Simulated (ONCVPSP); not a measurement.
Co (Z = 27): variants of one ONCV potential

Base potential:

ONCVPSP 4.0.1 input, shortened (lines: element, Z, core and valence counts, functional; n l f; lmax; l rc ep ncon nbas qcut; lloc lpopt rc5 dvloc0; l nproj debl; icmod fcfact rcfact), BLYP, fully relativistic:

```
  Co 27.00    3    4  -106131      upf
    1    0    2.00
    2    0    2.00
    2    1    6.00
    3    0    2.00
    3    1    6.00
    3    2    7.00
    4    0    1.50
    2
    0    1.25    0.00    4    8    9.20
    1    1.15    0.00    5    8   14.00
    2    1.00    0.00    4    8   17.60
    2    5    1.00    0.00
    0    2    0.70
    1    2    3.30
    2    0    1.40
    0    0.00    0.00
```

Open shells are filled in proportion to 2j + 1.

All-electron outer shells of the reference configuration (BLYP, scalar-relativistic, ld1.x):

```
shell  level (eV)  outermost node (bohr)  outermost maximum (bohr)
   2p     -774.44                      –                      0.17
   3s     -106.36                   0.31                      0.66
   3p      -69.68                   0.28                      0.68
   3d      -12.32                      –                      0.66
   4s       -9.00                   0.96                      2.23
```

Cutoffs, loose and tight: the cutoffs (Ha) at which the residual kinetic energy of the hardest occupied pseudo-wave falls to 1 and 0.1 mHa per electron. They do not see the model core or the augmentation charge, which bear on the density cutoff. Test errors are all-electron minus pseudo excitation energies from the reference, over the configurations 3s2 3p6 3d7 4s2; 3s2 3p6 3d7 4s1; 3s2 3p6 3d7 4s0; 3s2 3p6 3d6 4s2. A dash means not determined; rows that change the core or the reference have their own tests.

```tsv
change	outcome	cutoff, loose	cutoff, tight	bound ghosts	GHOST(+) flags above zero	largest test error (meV)
base	generated	105 Ha	120 Ha	none	s, p3/2, p1/2	+3.5
scalar-relativistic	generated	104 Ha	120 Ha	none	s, p	+3.0
s: qcut 5.8; p: qcut 8.8; d: qcut 11.1	generated	153 Ha	239 Ha	none	s	+2.8
functional LDA (Perdew-Wang 92)	generated	105 Ha	120 Ha	none	s, p3/2, p1/2	+3.7
reference 3s2 3p6 3d7 4s2	generated	105 Ha	120 Ha	none	s, p3/2, p1/2	-7.8
s: nproj 4	generated	105 Ha	120 Ha	none	s, p3/2, p1/2	+3.4
p: qcut 19.7	failed: ERROR pspot: first pseudo wave function has node, program will stop	–	–	–	–	–
d: nbas 7	generated	105 Ha	120 Ha	none	s, p3/2, p1/2	+3.5
s: rc 1.76	generated	105 Ha	120 Ha	none	s, p3/2, p1/2	+6.6
core correction Teter function, fcfact 4.25, rcfact 1.3	generated	105 Ha	120 Ha	none	s, p3/2, p1/2	+2.7
d: qcut 17.3	generated	103 Ha	118 Ha	none	s, p3/2, p1/2	+3.4
```
